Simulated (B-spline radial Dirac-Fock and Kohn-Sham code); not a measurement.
Co⁺ 3d3/2: cross section and angular parameters

System: the Co⁺ ion in the configuration [Ar] 3d8; threshold 16.79 eV (orbital energy of the model). Method: Dirac-Hartree-Slater photoionisation with a Latter tail; cross sections with all multipoles, angular parameters from the dipole term and its interference with E2. Computed with an atomic code on a B-spline grid.

The run's input, task.json:

```json
{"items": [{
  "Z": 27,
  "q": 1,
  "cfg": [[1, 0, 2], [2, 0, 2], [2, 1, 6], [3, 0, 2], [3, 1, 6], [3, 2, 8]],
  "A": 59,
  "rrms": 3.7875,
  "do": "xps",
  "hv": [60, 80, 150, 210.0, 693.0, 1000, 1130.0, 1160.0, 1253.6, 1340.0, 1590.0, 1610.0, 1890.0, 1970.0, 2270.0, 2700.0, 2800.0, 2970.0, 2984.4, 4000, 4010.0, 4110.0, 5300.0, 5580.0, 6000, 6790.0, 7170.0, 7600.0, 12200.0, 12700.0]
}]}
```

Command: `python xray2_run.py task.json out`

For linearly polarised light dσ/dΩ = σ/(4π) [1 + β P₂(cos θ) + (δ + γ cos²θ) sin θ cos φ], with θ from the polarisation vector and φ the angle between the beam and the projection of the electron momentum on the plane normal to the polarisation.

```
hν (eV)    σ (kb)      β      γ      δ
     60      3560  0.446  0.006  0.013
     80      2900  0.623  0.011  0.015
    150      1170  0.979  0.037  0.021
    210       587  1.114  0.066  0.025
    693      20.6  1.170  0.335  0.054
   1000      6.06  1.064  0.455  0.073
   1130      3.97  1.021  0.495  0.082
   1160      3.62  1.011  0.504  0.084
 1253.6      2.76  0.982  0.528  0.090
   1340      2.17  0.957  0.549  0.096
   1590      1.17  0.890  0.601  0.112
   1610      1.12  0.885  0.604  0.113
   1890     0.621  0.823  0.651  0.131
   1970     0.532  0.807  0.664  0.136
   2270     0.312  0.754  0.706  0.155
   2700     0.160  0.691  0.757  0.181
   2800     0.139  0.678  0.768  0.187
   2970     0.110  0.657  0.786  0.197
 2984.4     0.108  0.655  0.787  0.198
   4000    0.0334  0.555  0.867  0.256
   4010    0.0331  0.555  0.868  0.257
   4110    0.0299  0.547  0.874  0.262
   5300    0.0105  0.467  0.925  0.324
   5580   0.00842  0.452  0.934  0.337
   6000   0.00620  0.431  0.944  0.358
   6790   0.00367  0.397  0.960  0.394
   7170   0.00291  0.383  0.965  0.411
   7600   0.00227  0.368  0.971  0.430
  12200         ?      ?      ?      ?
  12700  0.000242  0.256  0.991  0.626
```

Question: Give the values at 12200 eV.

Answer: σ = 0.000289 kb, β = 0.264, γ = 0.991, δ = 0.609.
